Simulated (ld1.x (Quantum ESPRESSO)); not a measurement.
**Transferability test, TM potential for Ti (Z = 22)**

- Element: Ti (Z = 22)
- Generator: ld1.x (Quantum ESPRESSO) 7.5
- Type: norm-conserving Troullier–Martins (Kleinman–Bylander form)
- Functional: PBE
- Relativity: scalar-relativistic
- Frozen core: [Ar]
- Valence charge: 4
- Reference configuration: 3d2 4s2 4p0
- Partial waves: 4s (bound): rc 2.00 bohr; 4p (bound, empty): rc 4.20 bohr; 3d (bound): rc 2.40 bohr
- Local potential: all-electron potential smoothed inside 1.70 bohr (lloc = -1)
- Core correction: a·sin(br)/r model core inside 1.90 bohr

Energies are relative to the spin-unpolarised reference configuration 3d2 4s2 4p0; without spin polarisation the order of configurations can differ from experiment.

Problem. Give the all-electron excitation energy and the error of the potential for: 3d2 4s1 4p0; 3d2 4s0 4p0; 3d1 4s0 4p0; 3d3 4s0 4p0; 3d2 4s1 4p1; 3d2.5 4s1.5 4p0; 3d2 4s0 4p1.

Solution.

```tsv
valence configuration	charge	ΔE all-electron (eV)	error AE − PS (meV)
3d2 4s1 4p0	+1	7.347	-1.4
3d2 4s0 4p0	+2	20.919	-1.4
3d1 4s0 4p0	+3	47.867	-222
3d3 4s0 4p0	+1	7.395	-8.5
3d2 4s1 4p1	0	3.076	+2.3
3d2.5 4s1.5 4p0	0	0.353	-13
3d2 4s0 4p1	+1	11.123	+33
```

These tests converged, but a pseudo level misses the all-electron one widely, so the file describes the atom poorly there or has found another state: 3d1 4s0 4p0: empty 4p by 2.7 eV (a node warning on the way).

Note: ghost state, extra bound levels that the all-electron valence spectrum of the same l lacks: s at -22.8 eV. A true bound ghost makes a file unfit for plane-wave use.
